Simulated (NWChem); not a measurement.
Everything below was run with NWChem. System: 1,2,4-triazole (C₂H₃N₃), charge 0, spin multiplicity 1, at a geometry optimised with B3LYP/def2-SVP.

Job file:

```
start mol
memory heap 100 mb stack 700 mb global 1900 mb
geometry units angstroms nocenter noautoz
  C     -1.119383    -0.022031     0.000000
  N     -0.412217     1.142080     0.000000
  C      0.838243     0.726231     0.000000
  N      0.867426    -0.627169     0.000000
  N     -0.384503    -1.123081     0.000000
  H     -2.208597    -0.060791     0.000000
  H      1.735049     1.345989     0.000000
  H      1.665448    -1.253207     0.000000
  symmetry group Cs
end
basis spherical
  * library def2-svp
end
scf
  rhf
  nopen 0
  maxiter 100
  thresh 1e-7
  semidirect memsize 60000000 filesize 0
end
tce
  freeze core 5
  cr-ccsd(t)
  2eorb
  2emet 13
  thresh 1e-6
  maxiter 100
  tilesize 24
end
task tce energy
```

The output up to the point where the run's verdict is printed (cleaned and shortened):

```
             Northwest Computational Chemistry Package (NWChem) 7.3.0
             --------------------------------------------------------

                                NWChem Input Module
                                -------------------

 Scaling coordinates for geometry "geometry" by  1.889725989
 (inverse scale =  0.529177249)

 Turning off AUTOSYM since
 SYMMETRY directive was detected!

                             Geometry "geometry" -> ""
                             -------------------------

 Output coordinates in angstroms (scale by  1.889725989 to convert to a.u.)

  No.       Tag          Charge          X              Y              Z
 ---- ---------------- ---------- -------------- -------------- --------------
    1 C                    6.0000    -1.11938300    -0.02203100     0.00000000
    2 N                    7.0000    -0.41221700     1.14208000     0.00000000
    3 C                    6.0000     0.83824300     0.72623100     0.00000000
    4 N                    7.0000     0.86742600    -0.62716900     0.00000000
    5 N                    7.0000    -0.38450300    -1.12308100     0.00000000
    6 H                    1.0000    -2.20859700    -0.06079100     0.00000000
    7 H                    1.0000     1.73504900     1.34598900     0.00000000
    8 H                    1.0000     1.66544800    -1.25320700     0.00000000

 Effective nuclear repulsion energy (a.u.)     165.4559435942

            Nuclear Dipole moment (a.u.)
            ----------------------------
        X                 Y               Z
 ---------------- ---------------- ----------------
     0.0000037795     0.0000018897     0.0000000000

      Symmetry information
      --------------------

 Group name             Cs
 Group number              2
 Group order               2
 No. of unique centers     8

      Symmetry unique atoms

     1    2    3    4    5    6    7    8


 Summary of "ao basis" -> "" (spherical)
 ------------------------------------------------------------------------------
       Tag                 Description            Shells   Functions and Types
[...]
            Beta electrons :    18
           No. of orbitals :   170
            Alpha orbitals :    85
             Beta orbitals :    85
        Alpha frozen cores :     5
         Beta frozen cores :     5
     Alpha frozen virtuals :     0
      Beta frozen virtuals :     0
         Spin multiplicity : singlet
    Number of AO functions :    85
       Number of AO shells :    39
        Use of symmetry is : on
      Symmetry adaption is : on
         Schwarz screening : 0.10D-09

          Correlation Information
          -----------------------
          Calculation type : Coupled-cluster singles & doubles w/ perturbation
   Perturbative correction : Completely renormalized (T)
            Max iterations :      100
        Residual threshold : 0.10D-05
     T(0) DIIS level shift : 0.00D+00
     L(0) DIIS level shift : 0.00D+00
     T(1) DIIS level shift : 0.00D+00
     L(1) DIIS level shift : 0.00D+00
     T(R) DIIS level shift : 0.00D+00
     T(I) DIIS level shift : 0.00D+00
   CC-T/L Amplitude update :  5-th order DIIS
                I/O scheme : Global Array Library
        L-threshold :  0.10D-05
        EOM-threshold :  0.10D-05
 no EOMCCSD initial starts read in
 TCE RESTART OPTIONS
 SLICE:      F
 D4D5:       F
 quantumc:   F
 qrotation:  F
 pwtce:      F
 qducc:      F
 nacto:                         0
 nrotv:                         0
 nrot:                          0

            Memory Information
            ------------------
          Available GA space size is     249029575 doubles
          Available MA space size is     104854436 doubles

 Maximum block size supplied by input
 Maximum block size        24 doubles

 tile_dim =     24

 -------------------------------------------------
   1    alpha     a'    10 doubles       0       1
   2    alpha     a"     3 doubles      10       2
   3    beta      a'    10 doubles      13       1
   4    beta      a"     3 doubles      23       2
   5    alpha     a'    23 doubles      26       5
   6    alpha     a'    24 doubles      49       6
   7    alpha     a"    20 doubles      73       7
   8    beta      a'    23 doubles      93       5
   9    beta      a'    24 doubles     116       6
  10    beta      a"    20 doubles     140       7

 Global array virtual files algorithm will be used

 Parallel file system coherency ......... OK

 4-electron integrals stored in orbital form

 v2    file size   =          5340242
 4-index algorithm nr.  13 is used
 imaxsize =       30
 imaxsize ichop =        0


CCSD iterations
 ---------------------------------------------------------
 Iter          Residuum       Correlation     Cpu    Wall
 ---------------------------------------------------------
    1   0.2163353362773  -0.7479013244343     0.9     0.9
    2   0.0581140415842  -0.7455345395208     0.8     0.8
    3   0.0210235087938  -0.7626083110843     0.8     0.8
    4   0.0093051267981  -0.7634323519598     0.8     0.8
    5   0.0042237557136  -0.7650236870457     0.7     0.7
    6   0.0013249838629  -0.7655406185335     0.6     0.6
    7   0.0006679837165  -0.7656319175953     0.5     0.5
    8   0.0003089501491  -0.7656355228785     0.5     0.5
    9   0.0002022826456  -0.7656394652465     0.7     0.7
   10   0.0001052379516  -0.7656460215083     0.6     0.6
   11   0.0000278985102  -0.7656520366689     0.6     0.6
   12   0.0000148190775  -0.7656525762847     0.6     0.6
   13   0.0000079211472  -0.7656530667530     0.6     0.6
   14   0.0000050810290  -0.7656530093461     0.5     0.5
   15   0.0000029692935  -0.7656530351568     0.5     0.5
   16   0.0000007075895  -0.7656529427337     0.6     0.6
 -----------------------------------------------------------------
 Iterations converged
 CCSD correlation energy / hartree =        -0.765652942733693
 CCSD total energy / hartree       =      -241.383816248139453

 Singles contributions

 Doubles contributions
 CR-CCSD(T)
```

The program stopped with an error. NWChem stopped with the message: ccsd_t 3.
